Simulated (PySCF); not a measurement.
Species: C3H3BO3.
InChI=1S/C3H3BO3/c5-3-1-2-4(6)7/h3,6-7H

Torsions of this conformer, `[O:1]=[CH:2][C:3]#[C:4][B:5]([OH:6])[OH:7]`: H–O6–B5–C4 180°, H–O7–B5–C4 180°.

The closed-shell ground state was solved at several levels (PySCF, density fitting, gas phase, non-relativistic). Isolated species at its PBE0-D3(BJ)/def2-SVP geometry (one conformer only).

```
             level  basis functions  total energy (Eh)  HOMO (eV)  LUMO (eV)  gap (eV)  dipole (D)
  LC-wPBE/pcSseg-2              294          -366.5844     -10.87       0.32     11.19        5.42
     B3LYP/cc-pVTZ              252          -366.8304      -7.66      -2.12      5.54        5.32
      KT2/pcSseg-2              294          -372.6400      -6.53      -3.00      3.53        5.19
   CAM-B3LYP/pcJ-1              219          -366.5444      -9.43      -0.70      8.73        5.65
       PBE0/STO-3G               38          -361.4085      -4.69       1.54      6.23        4.63
         PBE/pcJ-1              219          -366.2815      -6.17      -2.89      3.28        5.53
CAM-B3LYP/pcSseg-2              294          -366.6908      -9.54      -0.86      8.68        5.46
     PBE0/pcSseg-2              294          -366.4176      -8.04      -2.03      6.01        5.38
      PBE/pcSseg-2              294          -366.4224      -6.30      -3.03      3.27        5.32
```

Estimate the row for LDA/pcSseg-2, a basis of 294 functions; the other rows only guide the guess.

Total energy -363.9096 Eh, HOMO -6.43 eV, LUMO -3.29 eV, gap 3.14 eV, dipole 5.47 D.

Over all these levels, which gives the widest orbital gap and which the narrowest?

LC-wPBE/pcSseg-2 (range-separated hybrid) has the widest, 11.19 eV, and LDA/pcSseg-2 (LDA) the narrowest, 3.14 eV. The two share the basis. From the narrowest to the widest the HOMO moves by -4.44 eV and the LUMO by +3.61 eV.

How far do the dipole and the HOMO energy spread over the levels?

The dipole runs from 4.63 to 5.65 D (mean 5.34 D) and the HOMO from -10.87 to -4.69 eV.
